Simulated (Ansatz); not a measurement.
Consider the ligand exchange at the Si–Se bond: `N[SiH2][Se][SiH3]` + `O=C(O)O` → `O=C(O)O[SiH3]` + `N[SiH2][SeH]`.

Computed with Ansatz on PBE0-D4/def2-TZVP structures; ΔE is electronic, products minus reactants. CCSD(T)/CBS adds triple-zeta CCSD(T) − MP2 to the extrapolated MP2 energy (def2 sets, frozen cores). DFT in def2-TZVPP. B3LYP here is the variant with VWN-RPA as its local correlation; programs differ in this. For Se outer-core shells are correlated without core-valence functions, which leaves a few kJ/mol of doubt a bond. Scalar relativity is left out up to krypton. One conformer a species, not always the lowest.

`N[SiH2][Se][SiH3]`:

```xyz
11

N    -0.704    0.765    1.778
Si   -1.354    0.048    0.368
Se   -0.471    0.695   -1.652
Si    1.447   -0.489   -1.371
H     0.181    0.438    2.132
H    -0.800    1.759    1.923
H    -1.154   -1.415    0.502
H    -2.782    0.422    0.255
H     2.433    0.009   -2.360
H     1.220   -1.942   -1.578
H     1.983   -0.290    0.003
```

`O=C(O)O`:

Cartesian coordinates in Å:
```
O 0.397 0.791 -0.976
C 0.035 0.070 -0.087
O -0.778 -0.975 -0.219
O 0.382 0.187 1.193
H -1.004 -1.024 -1.156
H 0.968 0.951 1.246
```

`O=C(O)O[SiH3]`:

Cartesian coordinates in Å:
```
O -1.096 -1.076 -0.447
C -0.923 0.112 -0.547
O -1.751 0.953 -1.162
O 0.117 0.767 -0.061
Si 1.286 -0.141 0.760
H -2.485 0.421 -1.493
H 0.687 -0.783 1.950
H 2.276 0.884 1.154
H 1.890 -1.136 -0.153
```

`N[SiH2][SeH]`:

```xyz
8

N    -0.301   -1.316   -0.141
Si    0.190    0.142    0.608
Se   -0.468    2.116   -0.354
H    -1.280   -1.508   -0.283
H     0.251   -1.692   -0.896
H     1.670    0.097    0.664
H    -0.424    0.244    1.953
H     0.361    1.915   -1.550
```

(1) Is it downhill or uphill in electronic energy at CCSD(T)/CBS, and by how much? (Estimate.)

(2) What do these levels give: PBE-D4, r2SCAN-D4, ωB97M-V, PBE, PBE0, B3LYP, CCSD/def2-TZVPP, CCSD(T)/def2-TZVPP, MP2/def2-QZVPP, HF/CBS(def2), MP2/CBS(def2), CCSD/CBS(def2)? (Best estimate.)

Largest T1 diagnostic among the species: 0.014.

Answers

(1) The calculation gave: Downhill: ΔE = -3.3 kcal/mol.

(2) Computed: PBE-D4 -0.1, r2SCAN-D4 -2.5, ωB97M-V -3.6, PBE -0.9, PBE0 -1.2, B3LYP -5.2, CCSD/def2-TZVPP -4.8, CCSD(T)/def2-TZVPP -4.2, MP2/def2-QZVPP -2.8, HF/CBS(def2) -8.0, MP2/CBS(def2) -2.3, CCSD/CBS(def2) -3.9 kcal/mol.

The D4 term adds +1.3 kcal/mol with B3LYP and +0.8 kcal/mol with PBE0; it sums over pairs of atoms, weighted by their polarisabilities, and B3LYP, whose exchange is more repulsive, gets the larger term. In def2-TZVPP, CCSD(T) changes the Hartree–Fock value by +3.3 kcal/mol (the triples alone add +0.6 kcal/mol) and MP2 by +4.3 kcal/mol.
